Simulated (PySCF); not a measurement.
Species: C₃H₁₀N₂Si₂.
Z-matrix (Å and degrees, GFN2-xTB geometry), rows numbered from 1:
```
C 
C   1  1.5034
C   1  1.4978  2   60.19
N   3  1.4091  1  120.75  2  -110.53
Si  4  1.7452  3  131.10  1  -165.75
N   5  1.7371  4   82.95  3  -174.66
Si  6  1.7406  5   97.30  4     0.86
H   1  1.0798  2  118.56  3   108.87
H   1  1.0789  2  117.44  3  -107.16
H   2  1.0786  1  117.45  3   107.04
H   2  1.0796  1  118.51  3  -108.76
H   3  1.0858  1  117.06  2   106.54
H   5  1.4613  4  113.19  3    70.76
H   5  1.4614  4  114.97  3   -61.07
H   6  1.0018  5  131.45  4  -176.93
H   7  1.4626  4  115.93  3    61.72
H   7  1.4618  4  114.11  3   -71.61
```

Computed at PBE0/pcSseg-1 (PySCF, non-relativistic), with Q(14N) = 0.02044 b: N4, 14N (I = 1): χzz = -4.199 MHz, η = 0.386; N6, 14N (I = 1): χzz = -3.956 MHz, η = 0.256.

Q: Where would the pure quadrupole (NQR) lines of 14N at N4 fall for the rigid, isolated species?

A: From ν± = (3/4)|χ|(1 ± η/3) and ν0 = |χ|η/2: ν+ 3.554 MHz, ν− 2.745 MHz, ν0 0.810 MHz (nitrogen bridging silicon atoms).

Q: Where would the pure quadrupole (NQR) lines of 14N at N6 fall for the rigid, isolated species?

A: From ν± = (3/4)|χ|(1 ± η/3) and ν0 = |χ|η/2: ν+ 3.220 MHz, ν− 2.714 MHz, ν0 0.506 MHz (nitrogen bridging silicon atoms).

In a crystal, neighbours and librations shift these lines. GFN2-xTB bond lengths can be off by several hundredths of an ångström, more for odd bonds, and the gradients follow them. These gradients aren't converged with respect to the basis.

One conformer stands for the species.
